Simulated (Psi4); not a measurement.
Psi4 input (wB97X-D/6-311+G**):

```
memory 1500 MB

molecule {
0 3
C     0.00000000    0.00000000    0.00000000
symmetry c1
no_reorient
no_com
}

set {
  basis 6-311+G**
  reference uks
  scf_type pk
  dft_radial_points 99
  dft_spherical_points 590
  e_convergence 1e-8
  d_convergence 1e-7
  maxiter 150
}

e = energy('wb97x-d')
print_out(f'\nFINAL {e:.10f} DIPOLE {variable("CURRENT DIPOLE")[0]:.6f} {variable("CURRENT DIPOLE")[1]:.6f} {variable("CURRENT DIPOLE")[2]:.6f}\n')
```

From the last part of the output:

```
  HONO-1 :    3  A 1.0000000
  HONO-0 :    4  A 1.0000000
  LUNO+0 :    5  A 0.0023933
  LUNO+1 :    6  A 0.0000012
  LUNO+2 :    7  A 0.0000000
  LUNO+3 :    8  A 0.0000000

Computation Completed

Properties will be evaluated at   0.000000,   0.000000,   0.000000 [a0]

Properties computed using the SCF density matrix

 Multipole Moments:

 ------------------------------------------------------------------------------------
     Multipole            Electronic (a.u.)      Nuclear  (a.u.)        Total (a.u.)
 ------------------------------------------------------------------------------------

 L = 1.  Multiply by 2.5417464519 to convert [e a0] to [Debye]
 Dipole X            :         -0.0000000            0.0000000           -0.0000000
 Dipole Y            :          0.0000000            0.0000000            0.0000000
 Dipole Z            :         -0.0000000            0.0000000           -0.0000000
 Magnitude           :                                                    0.0000000

 ------------------------------------------------------------------------------------

FINAL -37.8401339607 DIPOLE -0.000000 0.000000 -0.000000

*** Psi4 exiting successfully. Buy a developer a beer!
```
